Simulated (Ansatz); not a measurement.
Rb3H3⁺, relaxed as a doublet with UKS PBE0-D4/def2-TZVP in Ansatz, starting from the GFN2-xTB geometry. Force threshold 0.02 eV/Å.

In the def2 sets Rb takes a core potential; there is no spin–orbit coupling. In the doublet, H5 and H6 lie 0.75 Å apart (atoms count from 1), so H2 has formed as a molecule. The relaxation made no stability test and no search for a lower SCF solution. The structure comes from a short search, and lower isomers may exist.

Start:

```xyz
6

Rb   -0.203   -1.758   -1.884
Rb    2.601   -4.580   -2.918
Rb   -1.482    0.189    1.943
H    -0.575   -0.727    0.193
H    -0.225    3.063    1.193
H    -0.117    3.814    1.472
```

```json
{"step": "1", "energy (eV)": "-2010.4817", "largest force component (eV/Å)": "1.401", "SCF passes": "16"}
{"step": "2", "energy (eV)": "-2010.7724", "largest force component (eV/Å)": "0.310", "SCF passes": "17"}
{"step": "3", "energy (eV)": "-2010.8633", "largest force component (eV/Å)": "0.250", "SCF passes": "17"}
{"step": "4", "energy (eV)": "-2010.9327", "largest force component (eV/Å)": "0.445", "SCF passes": "16"}
{"step": "5", "energy (eV)": "-2010.9857", "largest force component (eV/Å)": "0.145", "SCF passes": "16"}
{"step": "6", "energy (eV)": "-2011.0113", "largest force component (eV/Å)": "0.075", "SCF passes": "16"}
{"step": "7", "energy (eV)": "-2011.0256", "largest force component (eV/Å)": "0.035", "SCF passes": "16"}
{"step": "8", "energy (eV)": "-2011.0285", "largest force component (eV/Å)": "0.016", "SCF passes": "13"}
{"step": "9", "energy (eV)": "-2011.0328", "largest force component (eV/Å)": "0.304", "SCF passes": "16"}
{"step": "10", "energy (eV)": "-2011.0367", "largest force component (eV/Å)": "0.222", "SCF passes": "13"}
{"step": "11", "energy (eV)": "-2011.0409", "largest force component (eV/Å)": "0.069", "SCF passes": "13"}
{"step": "12", "energy (eV)": "-2011.0445", "largest force component (eV/Å)": "0.026", "SCF passes": "13"}
{"step": "13", "energy (eV)": "-2011.0465", "largest force component (eV/Å)": "0.050", "SCF passes": "13"}
{"step": "14", "energy (eV)": "-2011.0472", "largest force component (eV/Å)": "0.063", "SCF passes": "13"}
{"step": "15", "energy (eV)": "-2011.0475", "largest force component (eV/Å)": "0.024", "SCF passes": "12"}
{"step": "16", "energy (eV)": "-2011.0479", "largest force component (eV/Å)": "0.010", "SCF passes": "12"}
{"step": "17", "energy (eV)": "-2011.0485", "largest force component (eV/Å)": "0.009", "SCF passes": "14"}
{"step": "18", "energy (eV)": "-2011.0486", "largest force component (eV/Å)": "0.036", "SCF passes": "12"}
{"step": "19", "energy (eV)": "-2011.0487", "largest force component (eV/Å)": "0.010", "SCF passes": "12"}
```

Force components are those of the run's own axes.

End:

Cartesian coordinates in Å:
```
Rb 0.323 -1.615 -0.784
Rb 3.149 -4.633 -4.011
Rb -2.501 1.182 2.404
H -1.099 -0.175 0.826
H -0.013 2.257 0.727
H 0.141 2.984 0.838
```

By distances, no bond broke or formed, bridged metal pairs apart. The bond that changes most is Rb1–Rb2, from 4.11 to 5.25 Å (atoms count from 1). Metal–metal contacts that move far: Rb1–Rb2 4.11 to 5.25 Å, Rb1–Rb3 4.48 to 5.09 Å.

The force fell under the threshold at step 8, but the optimiser went on and released 0.020 eV more. No frequencies were taken in this run, so the end may be a saddle point.

Hardware: 4 threads of Arm Neoverse V2 on a shared host. Wall time 34 s.
